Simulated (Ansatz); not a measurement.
Results of the Gaussian-basis code of Ansatz.

A structure relaxed at PBE0-D4/def2-TZVP, charge 0, multiplicity 1:

| atom | x (Å) | y (Å) | z (Å) |
| --- | --- | --- | --- |
| C1 | -0.4054 | -0.2599 | 1.4107 |
| O2 | -0.9077 | 0.3596 | 0.2430 |
| Sn3 | 0.1293 | 0.3861 | -1.3907 |
| Cl4 | 2.1553 | 1.3957 | -0.9201 |
| Cl5 | 0.6190 | -1.8035 | -1.9485 |
| H6 | 0.5232 | 0.2083 | 1.7559 |
| H7 | -1.1599 | -0.1443 | 2.1920 |
| H8 | -0.2249 | -1.3302 | 1.2608 |
| H9 | -0.7288 | 1.1882 | -2.6032 |

(1) Give its formula and SMILES.

(2) Point group (tolerance 0.08 Å, 0.16 Å for H)?

(3) Summarise the bond lengths by kind.

Results:

(1) CH4Cl2OSn, `C[O][SnH]([Cl])[Cl]`.

(2) Cs.

(3) 1 × C–O 1.414 Å; 3 × C–H 1.092 to 1.096 Å; 1 × O–Sn 1.935 Å; 2 × Cl–Sn 2.312 Å; 1 × H–Sn 1.688 Å.
